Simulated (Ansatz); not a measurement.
`[SiH3][SiH]1[CH2][AlH]1` → `[CH2]1[AlH][SiH2]1` + `[SiH2]` at 700 K and 1 bar (silylene loss).

Calculated with Ansatz (gas phase, PBE0-D4/def2-TZVP geometries, no zero-point term in ΔE). CCSD(T)/CBS is the MP2 limit (def2-TZVPP, def2-QZVPP) plus CCSD(T) − MP2 in def2-TZVPP, frozen cores. This one scheme is used for every species.

```csv
species,CCSD(T)/CBS energy (Eh),H − E (kJ/mol),S (J/(mol·K))
`[SiH3][SiH]1[CH2][AlH]1`,-862.37337,259.7,499.2
`[CH2]1[AlH][SiH2]1`,-572.08710,187.4,397.1
`[SiH2]`,-290.19011,56.3,240.4
```

H − E and S are ideal-gas, rigid-rotor, harmonic terms from PBE0-D4/def2-TZVP, for one conformer and one mirror image of each species. 1 Eh = 2625.50 kJ/mol, R = 8.31446 J/(mol·K).

By hand: ΔE, ΔH, ΔS and ΔG.

ΔE = (-572.08710) + (-290.19011) − (-862.37337) = 0.09616 Eh = 252.5 kJ/mol. Δ(H − E) = 187.4 + 56.3 − 259.7 = -16.0, so ΔH = 236.5 kJ/mol. ΔS = 397.1 + 240.4 − 499.2 = 138.3 J/(mol·K). ΔG = 236.5 − 700 × (138.3)/1000 = 139.7 kJ/mol.

By hand: the equilibrium constant, and the temperature at which ΔG would vanish if ΔH and ΔS stayed fixed.

log₁₀ K = −ΔG/(RT ln 10) = -10.4. ΔG = 0 at ΔH/ΔS = 1710 K.

The number of gas molecules changes by +1, which sets the sign of ΔS. A doubt of 5 kJ/mol in ΔE shifts log₁₀ K by 0.4 here. Other conformers and mirror images would add mixing entropy, several J/(mol·K) or more a flexible species. Modes under 60 cm⁻¹, often nearly free rotors, make the harmonic entropy too high. These are equilibria of isolated gas molecules and say nothing of rates. Largest T1 diagnostic: 0.014 (customary marks: 0.02 for closed shells, 0.045 for open ones).
